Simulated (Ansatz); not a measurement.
Computed with Ansatz on PBE0-D4/def2-TZVP structures; ΔE is electronic, products minus reactants. CCSD(T)/CBS is the MP2 limit (def2-TZVPP, def2-QZVPP) plus CCSD(T) − MP2 in def2-TZVPP, frozen cores. Functionals use def2-TZVPP. B3LYP here is the variant with VWN-RPA as its local correlation; programs differ in this. For Br outer-core shells are correlated without core-valence functions, which leaves a few kJ/mol of doubt a bond. Scalar relativity is left out up to krypton. Each species was taken in one conformer, which may not be the lowest.

Consider the redistribution: `F[SiH](F)C[SiH3]` + `N[SiH](F)Br` → `N[SiH]([SiH3])Br` + `FC[SiH](F)F`.

Question: Is it downhill or uphill in electronic energy at CCSD(T)/CBS, and by how much? (Best estimate.)

Answer: Ansatz gave: Uphill: ΔE = +67.2 kcal/mol.

Question: What do these levels give: PBE-D4, r2SCAN-D4, B3LYP-D4, ωB97X-V, ωB97M-V, PBE, r2SCAN, HF/def2-TZVPP, SCS-MP2/def2-TZVPP, CCSD(T)/def2-TZVPP, HF/def2-QZVPP, HF/CBS(def2)? (Estimate.)

Answer: The calculation gave: PBE-D4 58.9, r2SCAN-D4 65.1, B3LYP-D4 63.2, ωB97X-V 64.0, ωB97M-V 66.8, PBE 58.7, r2SCAN 65.1, HF/def2-TZVPP 67.4, SCS-MP2/def2-TZVPP 68.6, CCSD(T)/def2-TZVPP 66.4, HF/def2-QZVPP 68.0, HF/CBS(def2) 68.1 kcal/mol.

Largest T1 diagnostic among the species: 0.012.

From PBE to PBE0 (25 % exact exchange), in def2-TZVPP and without D4, ΔE moves by +3.2 kcal/mol.
